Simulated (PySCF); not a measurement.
Species: CH₁₀Si₃.
InChI=1S/CH10Si3/c2-1(3)4/h1H,2-4H3

Method: TDDFT PBE0/def2-SVPD, vertical, gas phase, core orbitals frozen in the response (PySCF 2.14.0, density-fitted response routines). Geometry: GFN2-xTB; no solvent, vibrations or thermal averaging.

Computed singlets with f of 0.002 or more:

| state | ν̃ (cm⁻¹) | f |
| --- | --- | --- |
| S1 | 60190 | 0.026 |
| S2 | 60200 | 0.027 |
| S3 | 64010 | 0.014 |
| S5 | 64490 | 0.013 |
| S6 | 64500 | 0.013 |

**Question.** Give A, τ, |μ| and ∫σ dE for each state.

**Answer.** For one non-degenerate pair of states in vacuum, A = 0.6670 f ν̃² s⁻¹ with ν̃ in cm⁻¹, τ = 1/A, |μ|² = 3f / (2ΔE) in atomic units, and the integrated cross-section is ∫σ dE = 109.76 f Mb·eV.

| state | A (s⁻¹) | τ | \|μ\| (D) | ∫σ dE (Mb·eV) |
| --- | --- | --- | --- | --- |
| S1 | 6.4×10⁷ | 16 ns | 0.97 | 2.9 |
| S2 | 6.4×10⁷ | 16 ns | 0.97 | 2.9 |
| S3 | 3.9×10⁷ | 26 ns | 0.69 | 1.6 |
| S5 | 3.7×10⁷ | 27 ns | 0.66 | 1.5 |
| S6 | 3.7×10⁷ | 27 ns | 0.66 | 1.4 |

States that coincide in energy are taken one by one. These lifetimes count emission to the ground state at the vertical energy alone; relaxation of the geometry and all other decay channels are left out.

**Question.** Suppose S1 emitted 0.3 eV lower with the same transition dipole. How would A change?

**Answer.** At fixed |μ|, A goes as the cube of the energy: (7.16/7.46)³ = 0.88, which makes τ about 18 ns.

**Question.** Which computed singlets stay under f = 0.002?

**Answer.** S4 (7.98 eV, f 0.0003) and S7 (8.16 eV, f 0.0004).

**Question.** How much energy does a mole of photons resonant with S2 carry?

**Answer.** 7.464 eV × 96.485 = 720 kJ/mol (172 kcal/mol).
